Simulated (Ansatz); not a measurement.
NbI₂, SMILES [I][Nb][I] (connectivity only; charge and spin as stated), neutral, multiplicity 4.

The structure is a stationary point at PBE0-D3(BJ)/def2-SVP. The multiplicity is an assumed one; other spin states were not compared. The def2 effective core potentials stand for the cores of I, Nb; spin–orbit coupling is left out.

Two levels are set side by side: PBE/def2-SVPD (Ansatz, a first-principles code) and CAM-B3LYP/def2-SVPD (Ansatz). Energy differences of separate SCF runs at the same geometry; the states with an electron removed or added have multiplicity 3 and 5. Differences are taken from unrounded values.

| quantity | PBE |
|---|---|
| vertical ionisation energy (eV) | 7.86 |
| vertical electron affinity (eV) | 1.65 |

Task: These are the PBE values. What does CAM-B3LYP give? (The exact figures need the calculation; the answer reports its results.)

Result: 
```json
[
 {"quantity": "vertical ionisation energy (eV)", "CAM-B3LYP": "8.23", "PBE minus CAM-B3LYP": "-0.37"},
 {"quantity": "vertical electron affinity (eV)", "CAM-B3LYP": "1.74", "PBE minus CAM-B3LYP": "-0.09"}
]
```
